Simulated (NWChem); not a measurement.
System: C3H6OSi; SMILES CC#C[SiH2]O

The following NWChem deck was run.

```
start job
memory heap 200 mb stack 900 mb global 1100 mb
geometry units angstroms noautosym nocenter noautoz
  C      3.098105     0.009777     0.091244
  C      1.642196     0.076671     0.149108
  C      0.426575     0.129241     0.203571
  Si    -1.392759     0.215622     0.277435
  O     -2.117173    -0.720792    -0.896163
  H      3.532135     0.988210    -0.147330
  H      3.515702    -0.318020     1.050933
  H      3.429368    -0.700450    -0.676120
  H     -1.884223    -0.331838     1.561911
  H     -1.784203     1.647403     0.153793
  H     -1.851710    -0.537598    -1.808163
end
basis spherical
  C library def2-svp
  Si library def2-svp
  O library def2-svp
  H library def2-svp
end
dft
  xc b3lyp
  iterations 150
  mulliken
end
task dft energy
esp
  recalculate
  probe 0.07
  range 0.3
  factor 1.0
  spacing 0.02
end
task esp
```

Output (shortened):

```
             Northwest Computational Chemistry Package (NWChem) 7.3.0
             --------------------------------------------------------

                             Geometry "geometry" -> ""
                             -------------------------

 Output coordinates in angstroms (scale by  1.889725989 to convert to a.u.)

  No.       Tag          Charge          X              Y              Z
 ---- ---------------- ---------- -------------- -------------- --------------
    1 C                    6.0000     3.09810500     0.00977700     0.09124400
    2 C                    6.0000     1.64219600     0.07667100     0.14910800
    3 C                    6.0000     0.42657500     0.12924100     0.20357100
    4 Si                  14.0000    -1.39275900     0.21562200     0.27743500
    5 O                    8.0000    -2.11717300    -0.72079200    -0.89616300
    6 H                    1.0000     3.53213500     0.98821000    -0.14733000
    7 H                    1.0000     3.51570200    -0.31802000     1.05093300
    8 H                    1.0000     3.42936800    -0.70045000    -0.67612000
    9 H                    1.0000    -1.88422300    -0.33183800     1.56191100
   10 H                    1.0000    -1.78420300     1.64740300     0.15379300
   11 H                    1.0000    -1.85171000    -0.53759800    -1.80816300

 Effective nuclear repulsion energy (a.u.)     193.7696888826

                                 NWChem DFT Module
                                 -----------------

 Summary of "ao basis" -> "ao basis" (spherical)
 ------------------------------------------------------------------------------
       Tag                 Description            Shells   Functions and Types
 ---------------- ------------------------------  ------  ---------------------
 C                          def2-svp                 6       14   3s2p1d
 Si                         def2-svp                 8       18   4s3p1d
 O                          def2-svp                 6       14   3s2p1d
 H                          def2-svp                 3        5   2s1p

            General Information
            -------------------
          SCF calculation type: DFT
          Wavefunction type:  closed shell.
          No. of atoms     :    11
          No. of electrons :    46
           Alpha electrons :    23
            Beta electrons :    23
          Charge           :     0
          Spin multiplicity:     1
          Use of symmetry is: off; symmetry adaption is: off
          Maximum number of iterations: 150
          AO basis - number of functions:   104
                     number of shells:    50
          Convergence on energy requested:  1.00D-06
          Convergence on density requested:  1.00D-05
          Convergence on gradient requested:  5.00D-04

              XC Information
              --------------
                         B3LYP Method XC Potential
                     Hartree-Fock (Exact) Exchange  0.200
                        Slater Exchange Functional  0.800 local
                    Becke 1988 Exchange Functional  0.720 non-local
              Lee-Yang-Parr Correlation Functional  0.810
                  VWN I RPA Correlation Functional  0.190 local

             Grid Information
             ----------------
          Grid used for XC integration:  medium
          Radial quadrature: Mura-Knowles
          Angular quadrature: Lebedev.
          Tag              B.-S. Rad. Rad. Pts. Rad. Cut. Ang. Pts.
          ---              ---------- --------- --------- ---------
          C                   0.70       49          13.0       434
          Si                  1.10       88          12.0       590
          O                   0.60       49          14.0       434
          H                   0.35       45          14.0       434
          Grid pruning is: on
          Number of quadrature shells:   554
          Spatial weights used:  Erf1

      Superposition of Atomic Density Guess
      -------------------------------------

 Sum of atomic energies:        -479.29980384

      Non-variational initial energy
      ------------------------------

 Total energy =    -481.711063
 1-e energy   =   -1041.976541
 2-e energy   =     366.495789
 HOMO         =      -0.325044
 LUMO         =      -0.000197

     ---------------------------------------------
      Total Density - Mulliken Population Analysis
     ---------------------------------------------

    Atom       Charge   Shell Charges
 -----------   ------   -------------------------------------------------------
    1 C    6     6.11   1.99  0.94  0.11  2.03  1.02  0.02
    2 C    6     5.94   1.99  0.98  0.29  1.83  0.81  0.04
    3 C    6     6.60   1.99  1.02  0.45  2.04  1.07  0.03
    4 Si  14    13.11   2.00  1.99  0.94  0.21  5.93  1.02  0.77  0.24
    5 O    8     8.78   1.99  1.10  0.64  3.09  1.95  0.00
    6 H    1     0.87   0.66  0.19  0.03
    7 H    1     0.87   0.66  0.19  0.03
    8 H    1     0.87   0.65  0.19  0.03
    9 H    1     1.09   0.71  0.38  0.01
   10 H    1     1.10   0.70  0.38  0.01
   11 H    1     0.65   0.52  0.07  0.06

   convergence    iter        energy       DeltaE   RMS-Dens  Diis-err
 ---------------- ----- ----------------- --------- --------- ---------
 d= 0,ls=0.0,diis     1   -482.3405974769 -6.76D+02  1.29D-02  6.54D-01
 d= 0,ls=0.0,diis     2   -482.3163045518  2.43D-02  7.04D-03  9.92D-01
 d= 0,ls=0.0,diis     3   -482.4100900513 -9.38D-02  2.54D-03  8.20D-02
 d= 0,ls=0.0,diis     4   -482.4152733396 -5.18D-03  1.13D-03  3.36D-02
 d= 0,ls=0.0,diis     5   -482.4194780318 -4.20D-03  2.63D-04  1.20D-03
  Resetting Diis
 d= 0,ls=0.0,diis     6   -482.4196114707 -1.33D-04  6.79D-05  7.99D-05
 d= 0,ls=0.0,diis     7   -482.4196217761 -1.03D-05  2.45D-05  2.18D-06
 d= 0,ls=0.0,diis     8   -482.4196217147  6.14D-08  1.22D-05  2.73D-06
 d= 0,ls=0.0,diis     9   -482.4196220760 -3.61D-07  2.46D-06  1.13D-07

         Total DFT energy =     -482.419622076001
      One electron energy =    -1046.620522912177
           Coulomb energy =      418.445520776332
    Exchange-Corr. energy =      -48.014308822742
 Nuclear repulsion energy =      193.769688882586

 Numeric. integr. density =       45.999995166291

                       DFT Final Molecular Orbital Analysis
                       ------------------------------------

 Vector   21  Occ=2.000000D+00  E=-3.082082D-01
              MO Center= -1.7D+00, -1.4D-01, -4.6D-01, r^2= 2.7D+00
   Bfn.  Coefficient  Atom+Function         Bfn.  Coefficient  Atom+Function
  ----- ------------  ---------------      ----- ------------  ---------------
    65      0.420104   5 O  py               68      0.311231   5 O  py
    64     -0.297311   5 O  px               95     -0.239769  10 H  s
    67     -0.225887   5 O  px               96     -0.210568  10 H  s
    51     -0.118508   4 Si py               32     -0.105250   3 C  px
    34      0.096544   3 C  pz               35     -0.092099   3 C  px

 Vector   22  Occ=2.000000D+00  E=-2.763719D-01
              MO Center=  9.5D-01,  2.9D-02,  1.1D-01, r^2= 2.6D+00
   Bfn.  Coefficient  Atom+Function         Bfn.  Coefficient  Atom+Function
  ----- ------------  ---------------      ----- ------------  ---------------
    34      0.345347   3 C  pz               20      0.326362   2 C  pz
    33      0.216447   3 C  py               37      0.208498   3 C  pz
    19      0.204695   2 C  py               23      0.195951   2 C  pz
    64      0.151370   5 O  px               85      0.142160   8 H  s
    36      0.127976   3 C  py               22      0.123190   2 C  py

[...]

                     NWChem Electrostatic Potential Fit Module
                     -----------------------------------------

 Atom parameters

 Number of atoms is                                   11
 Number of basis functions is                        104

 Grid parameters

 Maximum number of grid points is                  47743
 Number of grid points is                          47742
 Grid range                                     0.300000 nm
 Grid spacing                                   0.020000 nm
 Probe radius                                   0.070000 nm
 Atom radius factor                             1.000000

 Atomic radii

    1    0.100000
    6    0.147000
    8    0.136000
   14    0.187000
 FASTESP  F
  using M.O. file = ./job.movecs

    Atom              Coordinates                           Charge

                                                  ESP

    1 C     0.309811    0.000978    0.009124    0.017456
    2 C     0.164220    0.007667    0.014911    0.056258
    3 C     0.042658    0.012924    0.020357   -0.456015
    4 Si   -0.139276    0.021562    0.027744    0.895409
    5 O    -0.211717   -0.072079   -0.089616   -0.676327
    6 H     0.353214    0.098821   -0.014733    0.037821
    7 H     0.351570   -0.031802    0.105093    0.041912
    8 H     0.342937   -0.070045   -0.067612    0.045415
    9 H    -0.188422   -0.033184    0.156191   -0.154614
   10 H    -0.178420    0.164740    0.015379   -0.202307
   11 H    -0.185171   -0.053760   -0.180816    0.394991
                                            ------------
                                                0.000000

 Dipole moment                                  1.039752

 Quadrupole moment Qxx                         13.343232
                   Qyy                        -12.462448
                   Qzz                         -0.880784

 RMS deviation kJ/mol                           0.054894

 RRMS %                                        29.911532
```

Level: B3LYP/def2-SVP. The geometry was optimised at B3LYP/6-31G* (spherical d).
